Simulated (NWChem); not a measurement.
Species: C2H7NOSi, singlet; SMILES CN(C)[Si]O

```xyz
12

Si    -0.7930     0.9076     0.0010
O      0.4600     2.0142    -0.0011
H      1.3897     1.7612    -0.0054
N      0.0138    -0.6426     0.0007
C     -0.8173    -1.8250    -0.0013
C      1.4221    -0.9373     0.0008
H     -0.6377    -2.4520    -0.8949
H     -0.6367    -2.4555     0.8895
H     -1.8815    -1.5378    -0.0002
H      1.7167    -1.5282     0.8886
H      1.7198    -1.5174    -0.8930
H      2.0271    -0.0179     0.0079
```
Atoms are numbered in this order, from 1.

Computed with NWChem. Pople sets run with spherical d functions. Medium grid unless said otherwise, to which SCAN and Minnesota functionals are sensitive. Low-valent species are run as closed-shell singlets; no triplet was tried in these runs. All runs use the structure optimised with PBE0/def2-SVP. Level r2SCAN/6-31G*: single points from the atomic guess with DIIS by default; each run changes one setting, and all converged runs end within 0.3 mHa of each other.

Question: Which setting needs the most SCF iterations, or fails (DIIS on 20 Fock matrices; no level shifting; occupation smearing of 0.005 Ha; level shift of 0.5 Ha throughout; defaults)?

Answer: level shift of 0.5 Ha throughout, with 13 against 9 for the defaults.
| setting | SCF iterations |
|---|---|
| defaults | 9 |
| level shift of 0.5 Ha throughout | 13 |
| DIIS on 20 Fock matrices | 8 |
| occupation smearing of 0.005 Ha | 9 |
| no level shifting | 9 |
